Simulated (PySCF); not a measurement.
C6H8ClO (doublet state).
Structure used (GFN2-xTB), in Å, numbered top down from 1:
```xyz
16
C6H8ClO angstrom
C      2.6437    0.1544    0.1377
O      1.5943   -0.7849    0.1360
C      0.3368   -0.2932    0.0432
C     -0.1081    1.0054   -0.0581
C     -1.4899    1.0151   -0.1293
Cl    -2.4774    2.3980   -0.2679
C     -2.0606   -0.3684   -0.0756
C     -0.8128   -1.2625    0.0433
H      3.5641   -0.4204    0.2211
H      2.5608    0.8388    0.9876
H      2.6574    0.7349   -0.7899
H      0.5013    1.8898   -0.0802
H     -2.6420   -0.5928   -0.9741
H     -2.7327   -0.4870    0.7788
H     -0.7262   -1.9627   -0.7903
H     -0.8164   -1.8556    0.9605
```

The hyperfine couplings belong to this conformer and change with its torsions.

Identity: `COC1=C[C](Cl)CC1` [radical].

Method used: PySCF 2.14.0, UKS B3LYP, pcH-1 on C Cl H O, non-relativistic, mean-field spin-orbit, GIAO. One conformer (not necessarily the lowest) at the GFN2-xTB geometry, without solvent, vibrations or thermal averaging. A GFN2-xTB geometry isn't a minimum of the functional, and hyperfine couplings can be far from their values at a DFT geometry. The SCF solution wasn't tested for stability.

Question: Match the computed a_iso(13C) values +72.6, +46.1, -44.1, -21.1, -15.8, -2.5 MHz with the sites C1; C3; C4; C5; C7; C8.

Answer: 
| site | a_iso (MHz) | ρ(0) (bohr⁻³) | position | distance from C5 (Å) | spin population | largest \|T\| (MHz) |
| --- | --- | --- | --- | --- | --- | --- |
| C1 | -2.5 | -0.0022 | 2 bonds from C3 | 4.23 | -0.01 | 1.4 |
| C3 | +46.1 | +0.0410 | a main spin site | 2.25 | +0.46 | 84.5 |
| C4 | -44.1 | -0.0392 | 1 bond from C3 | 1.38 | -0.20 | 23.1 |
| C5 | +72.6 | +0.0643 | largest spin population | 0.00 | +0.62 | 114.8 |
| C7 | -21.1 | -0.0188 | 1 bond from C5 | 1.50 | -0.05 | 0.6 |
| C8 | -15.8 | -0.0141 | 1 bond from C3 | 2.38 | -0.04 | 0.7 |

Question: Match the computed a_iso(1H) values +64.3, +47.9, +9.1, +3.8 MHz (means over equivalent nuclei) with the sites H9/H10/H11; H12; H13/H14; H15/H16.

Answer: 
```
      site  a_iso (MHz)  ρ(0) (bohr⁻³)                                         position  distance from C5 (Å)  bound to  spin population there  largest |T| (MHz)
H9/H10/H11         +3.8        +0.0009                                  3 bonds from C3                  4.56        C1                  -0.01                3.8
       H12         +9.1        +0.0020  2 bonds from C5, on C4 of spin population -0.20                  2.18        C4                  -0.20                4.5
   H13/H14        +64.3        +0.0144                                  2 bonds from C5                  2.15        C7                  -0.05                5.8
   H15/H16        +47.9        +0.0107                                  2 bonds from C3                  3.14        C8                  -0.04                4.7
```

ρ(0) is the spin density at the nucleus and T the dipolar tensor; a_iso includes a spin–orbit part; entries for several nuclei are means. The largest Mulliken spin populations are on C5 (+0.62), C3 (+0.46), C4 (-0.20) and O2 (+0.06). The angles at C5 add up to 360.0°, so it is planar. Main spin sites, with 60 % or more of the largest population: C3, C5; positions count bonds from the nearest.

β density exceeds α density at some nuclei, such as C4 (-0.0392), C7 (-0.0188) and C8 (-0.0141), spin density in bohr⁻³. In a single determinant that takes different orbitals for the two spins, that is spin polarisation.

Nuclei that the bonding pattern makes equivalent are averaged, as if the motion that swaps them (rotation, inversion, ring flip) were fast. The three 1H nuclei of mean +3.8 MHz run from -1.2 to 6.4 MHz in the frozen geometry.
